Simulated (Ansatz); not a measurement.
C2H5AlBN (`B[C]1=C[NH][AlH]1`), relaxed with RKS PBE0-D4/def2-TZVP in Ansatz from a PBE-D4/def2-SVP geometry. The force threshold is 0.005 eV/Å; the program also tests the step.

Charge 0, multiplicity 1.

Start:

```xyz
10

B     0.339   -0.529    1.910
C     0.190   -0.314    0.430
C    -0.456    0.783   -0.175
N    -0.473    0.771   -1.544
Al    0.474   -0.859   -1.413
H    -0.127    0.299    2.686
H     0.911   -1.500    2.380
H    -0.931    1.618    0.387
H    -0.920    1.526   -2.064
H     0.995   -1.795   -2.597
```

| step | energy (eV) | largest force (eV/Å) | largest move (Å) |
| --- | --- | --- | --- |
| 1 | -10911.1373 | 0.587 | 0.000 |
| 2 | -10911.1826 | 0.306 | 0.033 |
| 3 | -10911.1894 | 0.074 | 0.014 |
| 4 (rejected) | -10911.1889 | 0.210 | 0.008 |
| 5 | -10911.1899 | 0.039 | 0.004 |
| 6 | -10911.1900 | 0.027 | 0.005 |
| 7 | -10911.1901 | 0.009 | 0.005 |
| 8 | -10911.1901 | 0.005 | 0.001 |
| 9 | -10911.1901 | 0.001 | 0.001 |

End:

```xyz
10

B     0.334   -0.519    1.887
C     0.194   -0.322    0.415
C    -0.447    0.766   -0.166
N    -0.469    0.764   -1.526
Al    0.460   -0.836   -1.411
H    -0.129    0.302    2.641
H     0.893   -1.470    2.362
H    -0.912    1.585    0.392
H    -0.911    1.511   -2.030
H     0.987   -1.780   -2.565
```

Hardware: 4 threads of a server CPU on a shared host. Wall time 31 s, peak host memory 0.46 GiB.
